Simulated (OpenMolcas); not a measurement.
V2+ (d3) among equal point charges was computed by CASSCF with the d shell active (OpenMolcas, ANO-RCC-VDZP on the metal). Its lowest spin-free states, and all those of the highest spin:

| 2S+1 | Degeneracy | E (cm-1) |
| --- | --- | --- |
| 4 | 2 | 0.0 |
| 4 | 1 | 862.9 |
| 4 | 1 | 2008 |
| 4 | 2 | 5352 |
| 4 | 1 | 6863 |
| 2 | 1 | 13363 |
| 2 | 2 | 13505 |
| 2 | 1 | 13874 |
| 2 | 1 | 15165 |
| 2 | 1 | 15565 |
| 2 | 2 | 15708 |
| 4 | 1 | 16247 |
| 4 | 2 | 24812 |

Problem. Is the site octahedral, tetrahedral or cube-like, axial, or of lower symmetry?

Solution. The states with 2S+1 = 4 have orbital degeneracies 2, 1, 1, 2, 1, 1, 2. There are pairs but no triples, so the site is axial: not cubic, but with a proper or improper axis of order three or more. The run had V2+ among 4 point charges of -1 e arranged as a square (D4h), 1.92 Å from the ion.

An orbital doublet at a regular site is open to a Jahn-Teller distortion, which this geometry leaves out. Without dynamic correlation the repulsion within the d shell is too large (B by tens of per cent), so at a given field states of lower spin stand too high. Point charges carry no covalency, so the field is a model and not that of real ligands. No measured value stands beside these numbers.
